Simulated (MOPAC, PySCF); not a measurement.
[Mo(=O)(NH2)4], neutral singlet in the gas phase. 

Cartesian coordinates (Å):
```xyz
14

Mo    -0.0705     0.0329     0.1420
O      0.4178    -0.0347     1.7954
N     -0.5729     0.1480    -1.8620
H     -0.9825     0.9625    -2.3406
H     -0.3165    -0.5281    -2.5949
N      1.6310     0.8769    -0.3345
H      2.3623     1.0857     0.3540
H      1.8783     1.1501    -1.2882
N     -1.6249     1.1936     0.3988
H     -2.3343     1.3772    -0.3159
H     -1.7741     1.7475     1.2488
N     -0.2454    -1.8978    -0.1275
H     -0.6805    -2.3303    -0.9467
H      0.1594    -2.5900     0.5117
```
Charge 0, spin multiplicity 1.

All levels are single points at this geometry (BP86-D3(BJ)/def2-SVP); Pople sets use spherical d functions. Orbital energies aren't observables, and empty levels follow the basis.

AM1 in MOPAC gives dipole (D) = 1.90.

Question: Estimate the dipole (D) from each of these levels: B3LYP-D3(BJ)/def2-TZVP in PySCF; PBE-D3(BJ)/def2-TZVP in PySCF; TPSSh-D3(BJ)/def2-TZVP in PySCF; B3LYP/6-311+G** (LANL2DZ on Mo) in PySCF; M06-2X/6-31G* (LANL2DZ on Mo) in PySCF; PBE/6-31G* (LANL2DZ on Mo) in PySCF; HF/6-31G* (LANL2DZ on Mo) in PySCF; PM6 in MOPAC.

Answer: 
```tsv
level	dipole (D)
B3LYP-D3(BJ)/def2-TZVP in PySCF	2.50
PBE-D3(BJ)/def2-TZVP in PySCF	2.48
TPSSh-D3(BJ)/def2-TZVP in PySCF	2.49
B3LYP/6-311+G** (LANL2DZ on Mo) in PySCF	2.43
M06-2X/6-31G* (LANL2DZ on Mo) in PySCF	2.53
PBE/6-31G* (LANL2DZ on Mo) in PySCF	2.69
HF/6-31G* (LANL2DZ on Mo) in PySCF	2.52
PM6 in MOPAC	3.22
```
